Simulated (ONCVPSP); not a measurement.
**antimony, ONCV: configuration errors across variants**

- Element: antimony (Sb)
- Generator: ONCVPSP 4.0.1
- Type: optimised norm-conserving Vanderbilt (ONCV)
- Functional: PBEsol
- Relativity: scalar-relativistic
- Frozen core: [Ar] 3d10
- Valence charge: 23
- Reference configuration: 4s2 4p6 4d10 5s2 5p3
- Partial waves: 4s+5s: rc 1.45 bohr, ncon 4, nbas 7, qcut 7.6 1/bohr, 2 projectors; 4p+5p: rc 1.50 bohr, ncon 4, nbas 8, qcut 7.9 1/bohr, 3 projectors, debl 1.3 Ha; 4d: rc 1.00 bohr, ncon 5, nbas 10, qcut 11.4 1/bohr, 3 projectors, debl 1.9 Ha; f scattering state at 0.03 Ha: rc 1.35 bohr, ncon 3, nbas 6, qcut 8.7 1/bohr, 2 projectors, debl 2.7 Ha
- Local potential: polynomial inside 1.00 bohr (lpopt 3, dvloc0 3 Ha)
- Core correction: Teter function, fcfact 5.25, rcfact 1.1

All-electron excitation energies from the reference (eV): (1) 4s2 4p6 4d10 5s2 5p2 8.344; (2) 4s2 4p6 4d10 5s2 5p1 24.357; (3) 4s2 4p6 4d10 5s2 5p0 48.802; (4) 4s1 4p6 4d10 5s2 5p3 157.240.

2 further variants failed, have other tests or another functional or relativity, and are left out.

A true bound ghost makes a file unfit for plane-wave use even where its test errors are small: the radial tests pick states by their node count and pass the ghost by.

Errors AE − PS in meV (a dash: test not solved or not reliable):

| change | (1) | (2) | (3) | (4) | bound ghosts | GHOST(+) flags above zero |
| --- | --- | --- | --- | --- | --- | --- |
| base | -1.7 | -5.4 | -11 | -547 | d | f |
| s: qcut 4.9 | -1.7 | -5.3 | -11 | -645 | d | f |
| s: nbas 8 | -1.7 | -5.4 | -11 | -563 | d | f |
| core correction Teter function, fcfact 6, rcfact 1.1 | -1.7 | -5.4 | -11 | -550 | d | f |
| p: rc 1.62 | -1.8 | -5.6 | -12 | -547 | d | f |

Question: Give the same row for: s: qcut 5.8.

Answer: -1.7, -5.3, -11, -659; bound ghosts: d; GHOST(+) flags above zero: f.
